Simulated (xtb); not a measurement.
xtb input:

```bash
xtb mol.xyz --gfn 2 --sp --chrg 0 --uhf 0
```
mol.xyz:
```
17

C     -2.04597096     0.62848991    -0.47385733
C     -1.32944136    -0.64874731    -0.03516502
C     -2.33468379    -1.70468366     0.42657017
C     -0.29005367    -0.37635108     1.06602124
Si     1.10272655     0.79915155     0.64887760
Cl     1.98026461     0.22741657    -1.14538231
H     -2.79649376     0.40975973    -1.23541359
H     -1.35495676     1.36124771    -0.89404434
H     -2.55595114     1.09756000     0.37232865
H     -0.79551271    -1.04928421    -0.90253664
H     -1.83273522    -2.63097654     0.71303753
H     -2.89963517    -1.34866909     1.29261250
H     -3.04959079    -1.93940357    -0.36488783
H     -0.79065759     0.02623320     1.95656546
H      0.16988396    -1.31900787     1.37975004
H      2.15209281     0.75022183     1.68943511
H      0.65178482     2.19586854     0.47895183
```

Question: What final total energy does it print?

Answer: -20.50265 Eh (GFN2-xTB).
